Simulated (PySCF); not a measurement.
Predicted microwave data (PBE0-D3(BJ)/def2-SVP geometry optimisation, gas phase (PySCF)) for one isomer of C8H15B:

- Rotational constants: A = 2340, B = 878.4, C = 755.0 MHz
- Dipole components: |μa| = 0.78 D, |μb| = 0.17 D, |μc| = 0.02 D
- Inertial defect: -121.97 u·Å²
- κ: -0.84

Question: Which structure is it? (One computed conformer of each.)
A. `CB(C)C(C)=C=C(C)C`
B. `B1[C@H]2CCC[C@@H]1CCC2`
C. `[CH2:1]=[CH:2][CH2:3][C@H:4]1[BH:5][CH2:6][CH2:7][CH2:8][CH2:9]1` with C1–C2–C3–C4 -114°, C2–C3–C4–B5 167°, C3–C4–B5–C6 156°, C4–B5–C6–C7 -22°, B5–C6–C7–C8 40°, C6–C7–C8–C9 -59°

Answer: A. It is CB(C)C(C)=C=C(C)C, an asymmetric top. The candidates at the same level (rigid rotor, commonest isotopes):

| SMILES | A (MHz) | B (MHz) | C (MHz) | μa (D) | μb (D) | μc (D) | Δ (u·Å²) | point group | rotor |
| --- | --- | --- | --- | --- | --- | --- | --- | --- | --- |
| CB(C)C(C)=C=C(C)C | 2340 | 878.4 | 755.0 | 0.78 | 0.17 | 0.02 | -121.97 | near Cs | asymmetric top |
| C=CC[C@H]1BCCCC1 | 3713 | 833.2 | 725.3 | 0.66 | 0.40 | 0.10 | -45.90 | C1 | near-prolate asymmetric top |
| B1[C@H]2CCC[C@@H]1CCC2 | 2244 | 1849 | 1410 | 0.15 | 0.00 | 0.70 | -140.27 | Cs | asymmetric top |

`C=CC[C@H]1BCCCC1` has A 59 % too high; `B1[C@H]2CCC[C@@H]1CCC2` has B 110 % too high. No structure here is proved a minimum.
